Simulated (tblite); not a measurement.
Species: C6H13NOSi.
SMILES with atom numbers: `[CH2:1]=[CH:2]/[C:3]([CH3:4])=[N:5]\[C@@H:6]([SiH3:7])[O:8][CH3:9]` (hydrogens: H10, H11 on C1; H12 on C2; H13, H14, H15 on C4; H16 on C6; H17, H18, H19 on Si7; H20, H21, H22 on C9)

Structure used (GFN2-xTB), in Å, numbered top down from 1:
```xyz
22
C6H13NOSi angstrom
C     -2.425    0.170   -1.447
C     -1.257   -0.063   -0.857
C     -0.958    0.209    0.549
C     -2.105    0.559    1.456
N      0.189    0.172    1.101
C      1.426   -0.171    0.547
Si     1.741   -2.046    0.865
O      1.652   -0.030   -0.850
C      1.851    1.297   -1.267
H     -3.264    0.606   -0.931
H     -2.582   -0.066   -2.486
H     -0.446   -0.488   -1.432
H     -2.873   -0.210    1.408
H     -1.741    0.645    2.475
H     -2.549    1.508    1.158
H      2.178    0.426    1.090
H      1.534   -2.315    2.288
H      3.114   -2.322    0.449
H      0.781   -2.785    0.047
H      0.968    1.916   -1.071
H      2.714    1.741   -0.753
H      2.042    1.266   -2.339
```

All values are computed: GFN2-xTB (tblite) harmonic vibrations without scaling, gas phase. The method is semi-empirical: single wavenumbers can be off by several per cent or more. Modes of hydrogen on silicon can be 10 to 20 % off. One conformer, not necessarily the lowest.

Harmonic wavenumbers (cm⁻¹): 37.8, 69.1, 88.6, 109.2, 117.0, 144.4, 163.5, 191.4, 226.2, 290.5, 304.5, 346.2, 380.5, 422.7, 469.9, 543.5, 553.3, 678.0, 708.6, 749.3, 759.2, 767.5, 777.9, 795.1, 896.7, 934.5, 966.9, 1010.4, 1020.7, 1033.8, 1061.9, 1106.3, 1137.5, 1143.4, 1186.8, 1253.0, 1291.4, 1334.2, 1380.3, 1406.5, 1411.7, 1470.6, 1472.7, 1477.9, 1490.8, 1653.4, 1680.1, 2275.0, 2280.0, 2281.2, 2815.2, 2900.2, 2926.1, 3012.4, 3015.9, 3023.7, 3065.0, 3081.2, 3100.5, 3125.3.

A = 1709, B = 951.8, C = 778.7 MHz; mass 143.077 u (most abundant isotopes); point group C1, symmetry number 1.

Task: Zero-point energy?

Result: ½Σν̃ = 37709 cm⁻¹ = 107.81 kcal/mol.

Task: Entropy at 273.15 K, 1 bar (ideal gas, RRHO, classical rotation)?

Result: Translation 40.38, rotation 29.66, vibration 36.49: S = 106.5 cal/(mol K).

Task: And Cp and H(273.15 K) − H(0)?

Result: Cp = 43.86 cal/(mol K), of which vibrations give 35.92 (their classical limit is 60 R = 119.2); H(273.15 K) − H(0) = 7.37 kcal/mol without the zero-point energy, 5.20 from vibrations.

Task: Blend soft modes into free rotors: weight 1/[1 + (100 cm⁻¹/ν̃)⁴] for the oscillator and the rest for a rotor with moment μB/(μ + B), μ = h/(8π²ν), B = 10⁻⁴⁴ kg m². What vibrational entropy results?

Result: 33.64 cal/(mol K) in place of 36.49, which changes −T·S at 273.15 K by +0.78 kcal/mol.

Task: How do the functions run with temperature in this model?

Result: 
```
T (K)  S (cal/(mol K))  Cp (cal/(mol K))  H − H(0) (kcal/mol)  G − H(0) (kcal/mol)  ln q(vib)
  100             74.3              23.4                 1.53                -5.90       2.48
  200             94.3              35.3                 4.47               -14.38       6.18
  300            110.8              47.0                 8.59               -24.65       9.72
  500            139.8              67.5                20.14               -49.78      16.44
  800            176.3              87.6                43.67               -97.40      25.72
 1000            196.9              96.5                62.13              -134.76      31.38
```

q(vib) and H(0) count from the zero-point level.

Task: What must be added to the electronic energy to get the Gibbs energy at 273.15 K and 1 bar?

Result: ZPE + [H(273.15 K) − H(0)] − T·S = 107.81 + 7.37 − 29.10 = 86.08 kcal/mol.

Task: Which modes carry the vibrational entropy at 273.15 K?

Result: 37.8 cm⁻¹: 5.20; 69.1 cm⁻¹: 4.01; 88.6 cm⁻¹: 3.52; 109.2 cm⁻¹: 3.11; 117.0 cm⁻¹: 2.98; 144.4 cm⁻¹: 2.58 cal/(mol K); the other 54 give 15.09 together.

Hindered rotation and anharmonicity are outside this model. Other conformers, if any are populated, would add a mixing term that is left out. The structure is chiral; the term R ln 2 for an equal mix with its mirror image is left out.

On one thread of an Arm Neoverse N1, shared host with 64 logical CPUs at a one-minute load of 58, this took 1.6 s wall. This covers the Hessian and the dipole derivatives.
